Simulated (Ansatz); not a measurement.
**Which is lower?**

Two relaxed structures of BSiH₂ClO, closed shell (PBE0-D4/def2-TZVP; forces vanish, vibrations not checked).

A:

```tsv
atom	x (Å)	y (Å)	z (Å)
B1	1.1554	0.4324	0.1393
Si2	-0.2542	-1.0506	0.8686
O3	-0.2777	-2.4858	0.3693
Cl4	1.5202	1.9434	0.8263
H5	-1.4136	0.6616	-0.9236
H6	-0.7684	0.6272	-1.3161
```

B:

```
6
angstrom
B -0.2061 0.7647 0.3270
Si 0.2239 -0.9104 -0.8788
O 0.5962 -2.2781 -1.3811
Cl 0.1119 -0.0988 1.9053
H -1.3539 0.9757 0.0572
H 0.6279 1.5469 -0.0296
```

Ansatz 0.2.0; basis: def2-TZVPP; cores frozen in the correlated methods. B3LYP uses VWN-RPA correlation.

Task: Which structure is lower at CCSD(T), and by how much? (To be estimated.)

Result: By the calculation: B, by 250.2 kJ/mol (electronic energy, against the other). By their contacts, A is a complex of BSiClO ([O][Si][B][Cl]) + H₂ and B is BSiH₂ClO ([O][Si][BH2][Cl]).

All methods give the same order:

```tsv
method	E(B) − E(A) (kJ/mol)
PBE-D4	-254.4
r2SCAN-D4	-260.1
PBE0-D4	-273.4
B3LYP-D4	-257.1
wB97M-V	-273.0
HF	-272.3
MP2	-278.2
CCSD	-259.4
CCSD(T)	-250.2
```

The T1 diagnostic stays at or below 0.026. The T1 diagnostic is large here, which may signal multireference character or strong orbital relaxation, so CCSD(T) is less sure. The restricted Hartree–Fock reference is unstable towards an unrestricted one at one or more of these structures. A large double-excitation amplitude points to some diradical character; no triplet was computed.

Labels in which every atom is bracketed show which atoms are joined, not bond orders.

For scale, one of the runs: CCSD(T)/def2-TZVPP, 174 basis functions, launched by `ansatz run in.yaml --threads 2 --pin off --events-out ev --progress --plain --max-ram 4352MiB`. The run took 34 s on 2 CPU threads of an Arm Neoverse V2 (shared host), with 1.4 GiB of host memory at its peak.
